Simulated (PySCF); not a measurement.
**Co⁺ (cobalt, charge +1) across methods**

[Ar] 3d7 4p1, one real determinant (an excited configuration). Computed with PySCF 2.14 in aug-cc-pVTZ (8s7p5d3f2g, 93 functions), with no relativity, point nucleus.

| method | E (hartree) | mean ε 3d α (eV) | mean ε 3d β (eV) | mean ε 4p α (eV) | Σ⟨r²⟩ (bohr²) | ⟨S²⟩ |
| --- | --- | --- | --- | --- | --- | --- |
| r2SCAN | -1382.241 | -20.127 | -17.567 | -9.017 | 28.34 | 6.003 |
| M06 | -1382.171 | -22.579 | -19.175 | -9.299 | 28.45 | 6.005 |
| LDA | -1379.656 | -20.049 | -17.316 | -8.956 | 28.35 | 6.001 |
| B97-3 | -1382.117 | -22.500 | -19.867 | -9.361 | 28.62 | 6.002 |
| B3LYP | -1382.299 | -21.908 | -19.405 | -9.359 | 28.57 | 6.002 |
| wB97X | -1382.268 | -24.716 | -22.185 | -11.002 | 28.76 | 6.002 |
| PBE | -1382.004 | -19.750 | -17.292 | -8.904 | 28.56 | 6.001 |
| UHF | -1381.00330 | -29.743 | -26.050 | -10.769 | 29.47 | 6.004 |

Problem. Estimate the same row for PBE0.

Solution. E (hartree) = -1382.039; mean ε 3d α (eV) = -22.397; mean ε 3d β (eV) = -19.672; mean ε 4p α (eV) = -9.483; Σ⟨r²⟩ (bohr²) = 28.60; ⟨S²⟩ = 6.002.

⟨L²⟩ = 13.95 against 20 for a pure G term, so this real determinant mixes terms.
